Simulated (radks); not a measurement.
Effect of the nuclear size on the iridium ion Ir8+, [Xe] 4f14 5d1. All-electron calculation, Dirac Kohn-Sham, LDA (Slater exchange, Perdew-Wang correlation), spin-unpolarised, spherical densities, finite nucleus; open shells are shared between the two j in proportion to 2j + 1; Fermi nuclear charge, rms radius 5.4032 fm. Program: a radial shooting solver on a logarithmic mesh with Libxc functionals. The rms radius is varied about that value; shifts are against it.

| rms radius (fm) | total energy shift (eV) | density at nucleus (e/bohr^3) | 1s1/2 shift (meV) | 2s1/2 shift (meV) | 5s1/2 shift (meV) | 5p1/2 shift (meV) | 5d5/2 shift (meV) | 6s1/2 (empty) shift (meV) |
|---|---|---|---|---|---|---|---|---|
| 4.3388 | -28.6 | 1.97e+06 | -11500 | -1670 | -18.7 | 0.246 | 0.814 | -5.20 |
| 5.0196 | -10.8 | 1.864e+06 | -4330 | -628 | -7.03 | 0.092 | 0.306 | -1.95 |
| 5.4032 | 0 | 1.813e+06 | 0.000 | 0.000 | 0.000 | 0.000 | 0.000 | 0.000 |
| 5.7436 | 9.96 | 1.772e+06 | 4010 | 581 | 6.51 | -0.085 | -0.284 | 1.81 |
| 6.5811 | 36.0 | 1.683e+06 | 14500 | 2100 | 23.5 | -0.304 | -1.03 | 6.54 |

Slopes of the eigenvalues against <r^2> in GHz/fm^2, as finite differences over the two radii next to the reference (eigenvalue slopes, not the field-shift constants of lines): 1s1/2 259000, 2s1/2 37500, 5s1/2 420, 5p1/2 -5.48, 5d5/2 -18.3, 6s1/2 (empty) 117.
